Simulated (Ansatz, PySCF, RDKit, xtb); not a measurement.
Dimer: CH4O (SMILES CO) (first 6 atoms) with CH2F2 (SMILES FCF); geometry from B3LYP-D3(BJ)/def2-TZVP, rigid monomers moved along the line of their centres of mass till O2···H11 is 3.19 Å.
(charge 0, multiplicity 1):
```json
[
 {"atom": "C", "x (Å)": "0.3873", "y (Å)": "-0.5809", "z (Å)": "0.4249"},
 {"atom": "O", "x (Å)": "0.2626", "y (Å)": "0.7548", "z (Å)": "0.9094"},
 {"atom": "H", "x (Å)": "-0.2698", "y (Å)": "-0.7641", "z (Å)": "-0.4311"},
 {"atom": "H", "x (Å)": "0.0922", "y (Å)": "-1.2381", "z (Å)": "1.2403"},
 {"atom": "H", "x (Å)": "1.4182", "y (Å)": "-0.8170", "z (Å)": "0.1429"},
 {"atom": "H", "x (Å)": "0.5396", "y (Å)": "1.3643", "z (Å)": "0.2184"},
 {"atom": "F", "x (Å)": "0.0444", "y (Å)": "-1.1569", "z (Å)": "4.7785"},
 {"atom": "C", "x (Å)": "0.3053", "y (Å)": "0.1616", "z (Å)": "5.0408"},
 {"atom": "F", "x (Å)": "1.4461", "y (Å)": "0.2275", "z (Å)": "5.7881"},
 {"atom": "H", "x (Å)": "-0.5197", "y (Å)": "0.5604", "z (Å)": "5.6335"},
 {"atom": "H", "x (Å)": "0.4635", "y (Å)": "0.6758", "z (Å)": "4.0941"}
]
```

Monomers are frozen at their geometry in the pair; levels with a basis set take the counterpoise correction. Rows marked so take none.

Correlated levels freeze the cores. Rows in 3-21G, 6-31G* carry no dispersion term and start afresh at each structure (6-31G* with six Cartesian d functions).

Run with Ansatz (Gaussian orbitals); PySCF for 3-21G rows, 6-31G* rows; RDKit for the force fields; xtb for the GFN methods. 

```tsv
level	interaction energy (kcal/mol)
MMFF94	-1.77
GFN-FF	-1.67
GFN1-xTB	-1.55
GFN2-xTB	-2.07
BP86/6-31G* (no counterpoise)	?
B3LYP/3-21G (no counterpoise)	-2.08
PBE0/def2-TZVPPD	?
wB97X-V/def2-TZVPPD	-1.78
CCSD/aug-cc-pVDZ	-1.68
```

Problem. Complete the blanks.

Solution. 
- BP86/6-31G* (no counterpoise), interaction energy (kcal/mol): -1.40
- PBE0/def2-TZVPPD, interaction energy (kcal/mol): -1.48

Ansatz is a first-principles code.
